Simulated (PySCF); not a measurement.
# Effect of structural changes

Level of theory: PySCF 2.14.0, TDDFT CAM-B3LYP/aug-cc-pVDZ excited states, vertical, gas phase. Geometry: PBE0-D3(BJ)/def2-SVP.

Each molecule in one low-energy conformer.

Q: How does the largest two-photon cross section among the few lowest singlets (linear parallel light, single beam, Lorentzian half width 0.1 eV, states within 0.08 eV summed) change along this series?
- N#Cc1ccc(N)cc1 (H on C replaced by CN)
- Nc1ccc(F)cc1 (H on C replaced by F)
- Nc1ccc(S)cc1 (H on C replaced by SH)
- CNc1ccc(N)cc1 (H on C replaced by NHCH3)
- Cc1ccc(N)cc1 (H on C replaced by CH3)
- CCc1ccc(N)cc1 (H on C replaced by C2H5)
- C#Cc1ccc(N)cc1 (H on C replaced by ethynyl)
- CSc1ccc(N)cc1 (H on C replaced by SCH3)
- Nc1ccc(N)cc1 (H on C replaced by NH2)
- C=Cc1ccc(N)cc1 (H on C replaced by vinyl)
- CC(=O)c1ccc(N)cc1 (H on C replaced by COCH3)

A: 
| molecule | S1 (eV) | f(S1) | largest σ (GM) | at photon λ (nm) |
| --- | --- | --- | --- | --- |
| N#Cc1ccc(N)cc1 | 4.74 | 0.024 | 1.3 | 482 |
| Nc1ccc(F)cc1 | 4.62 | 0.052 | 0.4 | 439 |
| Nc1ccc(S)cc1 | 4.37 | 0.032 | 2.0 | 470 |
| CNc1ccc(N)cc1 | 4.14 | 0.044 | 1.1 | 524 |
| Cc1ccc(N)cc1 | 4.68 | 0.038 | 0.8 | 459 |
| CCc1ccc(N)cc1 | 4.71 | 0.036 | 7.6 | 411 |
| C#Cc1ccc(N)cc1 | 4.63 | 0.026 | 2.2 | 506 |
| CSc1ccc(N)cc1 | 4.34 | 0.033 | 0.7 | 547 |
| Nc1ccc(N)cc1 | 4.22 | 0.049 | 0.8 | 587 |
| C=Cc1ccc(N)cc1 | 4.42 | 0.188 | 3.3 | 521 |
| CC(=O)c1ccc(N)cc1 | 4.12 | 0.000 | 7.0 | 524 |

The largest two-photon cross section among the few lowest singlets (linear parallel light, single beam, Lorentzian half width 0.1 eV, states within 0.08 eV summed) is lowest for Nc1ccc(F)cc1 and highest for CCc1ccc(N)cc1.
